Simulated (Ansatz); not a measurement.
Relaxation of CH₆AsO (9 atoms, charge 1, multiplicity 1), to a largest force component of 0.015 eV/Å in at most 40 steps.

These are results of RKS PBE-D4/def2-SVP in Ansatz, not measurements.

```xyz
9
Properties=species:S:1:pos:R:3
C -0.415 0.872 -0.777
O 0.564 0.008 -0.159
As 2.374 -0.160 -1.101
H -0.012 1.216 -1.731
H -1.311 0.277 -0.959
H -0.665 1.727 -0.146
H 0.169 -0.874 -0.048
H 2.760 1.167 -0.534
H 2.890 -0.847 0.120
```

Where does it end, and by what steps?

It converged. The force dipped under the threshold on the way, but the program's further checks kept it going. After 11 steps the energy has fallen by 0.173 eV; H5 moved furthest, 0.69 Å.

```tsv
step	energy less start (eV)	largest force component (eV/Å)	accepted
0	0.0000	0.890	yes
1	-0.1031	0.412	yes
2	-0.1147	0.246	yes
3	-0.1169	0.237	yes
4	-0.1211	0.094	yes
5	-0.1348	0.170	yes
6	-0.1416	0.129	yes
7	-0.1441	0.474	yes
8	-0.1703	0.257	yes
9	-0.1729	0.039	yes
10	-0.1733	0.005	yes
11	-0.1732	0.015	yes
```

```xyz
9
Properties=species:S:1:pos:R:3
C -0.415 0.855 -0.825
O 0.553 -0.168 -0.387
As 2.483 -0.011 -0.965
H -0.496 0.869 -1.929
H -1.381 0.601 -0.349
H -0.045 1.819 -0.433
H 0.200 -1.070 -0.564
H 2.569 1.307 -0.170
H 2.886 -0.817 0.287
```

Whether the end is a true minimum wasn't checked by a vibrational analysis.

The run took 33 s on 1 thread of Arm Neoverse V1, with other jobs on the host, peak memory 0.12 GiB.
